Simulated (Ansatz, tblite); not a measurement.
Spin states of the cluster PdS3⁻, each relaxed with PBE0-D4/def2-SVPD in Ansatz. Electronic energies in the gas phase.

In the def2 sets Pd takes a core potential; there is no spin–orbit coupling. The xTB rows come from tblite. LC-ωPBE has ω = 0.4 bohr⁻¹. Correlated methods freeze 15 core orbitals; core or outer-core shells of Pd are correlated, in sets that lack core-valence functions. The rows differ in basis, and correlated rows in double-zeta sets carry the largest basis error. In CCSD on the charge -1 doublet the largest single amplitude is 0.19, so its Hartree–Fock determinant may place the open shell otherwise than the density functionals do. HOMO above LUMO, or a gap near zero within one spin, warns that the state may not be the lowest or that an electron is smeared out. The structure comes from a short search, and lower isomers may exist.

Doublet geometry (Cs within 0.1 Å):

Cartesian coordinates in Å:
```
Pd 0.2174 -0.0036 -0.4819
S -0.3501 -1.4391 1.3038
S -0.7803 0.5559 1.5270
S 0.9129 0.8868 -2.3489
```

Quartet geometry:

| atom | x (Å) | y (Å) | z (Å) |
| --- | --- | --- | --- |
| Pd1 | 0.3030 | -0.2058 | 0.4212 |
| S2 | -1.7608 | 0.2658 | -0.7854 |
| S3 | -0.0803 | 0.9369 | -1.6919 |
| S4 | 1.5381 | -0.9969 | 2.0561 |

Run but left out: HF/STO-3G, HF/def2-SVPD, HF/def2-TZVPD, PBE-QIDH/def2-TZVPD, MP2/def2-SVPD, MP2/def2-TZVPD (doublet: ⟨S²⟩ 1.00 to 1.67, where a pure state has 0.75).

Only these spin states were relaxed. Higher spins weren't run and may lie lower.

(1) Estimate which spin state lies lowest at each of these levels, and by how much: GFN1-xTB; GFN2-xTB; PBE-D4/def2-TZVPD; r2SCAN-D4/def2-TZVPD; r2SCANh-D4/def2-TZVPD; PBE0-D4/def2-TZVPD; r2SCAN0-D4/def2-TZVPD; LC-ωPBE/def2-TZVPD; ωB97X-V/def2-TZVPD; RPA@PBE/def2-TZVPD; CCSD/def2-SVPD; CCSD(T)/def2-SVPD.

## Answers

(1) 
| level | quartet − doublet (kJ/mol) | lowest of these | remarks |
| --- | --- | --- | --- |
| GFN1-xTB | 98.0 | doublet | – |
| GFN2-xTB | 75.9 | doublet | – |
| PBE-D4/def2-TZVPD | 45.3 | doublet | HOMO above zero (quartet), gap within one spin near zero (doublet) |
| r2SCAN-D4/def2-TZVPD | 35.8 | doublet | – |
| r2SCANh-D4/def2-TZVPD | 33.2 | doublet | – |
| PBE0-D4/def2-TZVPD | 37.0 | doublet | – |
| r2SCAN0-D4/def2-TZVPD | 28.0 | doublet | – |
| LC-ωPBE/def2-TZVPD | 32.8 | doublet | – |
| ωB97X-V/def2-TZVPD | 37.4 | doublet | – |
| RPA@PBE/def2-TZVPD | 57.4 | doublet | – |
| CCSD/def2-SVPD | 26.0 | doublet | large T1 (0.057) (doublet), spin-contaminated (⟨S²⟩ 1.32) (doublet) |
| CCSD(T)/def2-SVPD | 37.6 | doublet | large T1 (0.057) (doublet), spin-contaminated (⟨S²⟩ 1.32) (doublet) |

Change of the quartet − doublet gap on mixing in exact exchange, in kJ/mol: PBE to PBE0 (25 % exact exchange) -8.3; r2SCAN to r2SCANh (10 % exact exchange) -2.6; r2SCAN to r2SCAN0 (25 % exact exchange) -7.8. The xTB methods have no spin-polarisation term.
